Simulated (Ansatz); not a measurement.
`C#[C][GeH]([C]#C)[C]#C` from Hartree–Fock to CCSD(T)

Cartesian coordinates in Å:
```
C -0.3492 0.0568 2.9175
C 0.0471 0.0248 1.7812
Ge 0.6994 -0.0270 0.0038
C -0.0026 -1.5556 -0.8666
C -0.4316 -2.5330 -1.4233
C 0.1172 1.5249 -0.9127
C -0.2349 2.5155 -1.4992
H -0.7050 0.0853 3.9219
H 2.2273 -0.0862 0.0108
H -0.8161 -3.3968 -1.9155
H -0.5516 3.3914 -2.0178
```

Total charge 0; spin multiplicity 1. Correlated methods include outer-core shells of Ge, which these sets cover unevenly. Scalar relativity is left out up to krypton. All single points use the PBE0-D4/def2-TZVP geometry. Frozen core, restricted reference, the Gaussian-basis code of Ansatz.

| basis | HF (Eh) | MP2 corr. | CCSD corr. | (T) | CCSD(T) total |
| --- | --- | --- | --- | --- | --- |
| def2-SVP | ? | ? | -0.99024 | ? | ? |
| def2-TZVPP | -2304.81426 | -1.13957 | ? | -0.06220 | ? |
| def2-QZVPP | -2304.86443 | -1.45791 | – | – | – |

Question: Fill in the withheld values. (Best estimate.)

Answer: The calculation gave: def2-SVP HF (Eh): -2304.28451; def2-SVP MP2 corr.: -0.96055; def2-SVP (T): -0.04377; def2-SVP CCSD(T) total: -2305.31852; def2-TZVPP CCSD corr.: -1.15876; def2-TZVPP CCSD(T) total: -2306.03522.
